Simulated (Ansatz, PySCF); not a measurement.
C₂H₆F₂Si. Atoms are numbered in the order given.

```xyz
11

Si     0.6381    -0.4142     0.0000
F      1.0215     0.4808     1.2954
F      1.0215     0.4808    -1.2954
C     -1.1852    -0.7382     0.0000
C     -2.0248     0.5458     0.0000
H      1.5025    -1.6182     0.0000
H     -1.4206    -1.3639    -0.8809
H     -1.4206    -1.3639     0.8809
H     -3.1031     0.3232     0.0000
H     -1.8092     1.1610    -0.8877
H     -1.8092     1.1610     0.8877
```

Geometry optimised at r2SCAN-D4/def2-SVP. One conformer was computed; it need not be the lowest.

Vertical ionisation energy (IE) and electron affinity (EA) in eV. Rows of orbital energies are one-electron estimates. Where ΔSCF, EOM or ADC give a negative EA the extra electron is unbound and the value depends on the basis.

```tsv
level	IE	EA
−ε(HOMO), −ε(LUMO), B3LYP/def2-TZVP (PySCF)	8.71	-0.52
−ε(HOMO), −ε(LUMO), PBE/def2-TZVP (PySCF)	(withheld)	(withheld)
ΔSCF, CAM-B3LYP/def2-SVPD (Ansatz), final states of multiplicity 2 and 2	11.38	-1.72
ΔSCF, PBE/def2-SVPD (Ansatz), final states of multiplicity 2 and 2	10.71	-1.44
```

### Question
Complete the blanks. (The exact figures need the calculation; the answer reports its results.)

### Answer

- −ε(HOMO), −ε(LUMO), PBE/def2-TZVP (PySCF), IE: 7.50
- −ε(HOMO), −ε(LUMO), PBE/def2-TZVP (PySCF), EA: 0.05

### Question
What vertical singlet–triplet gap does ΔSCF give with CAM-B3LYP/def2-SVPD (Ansatz, a program for electronic structure) and with PBE/def2-SVPD (Ansatz)? (An estimate is asked for; the answer gives what the named calculation found.)

### Answer
8.19 and 7.31 eV (triplet above singlet where positive).
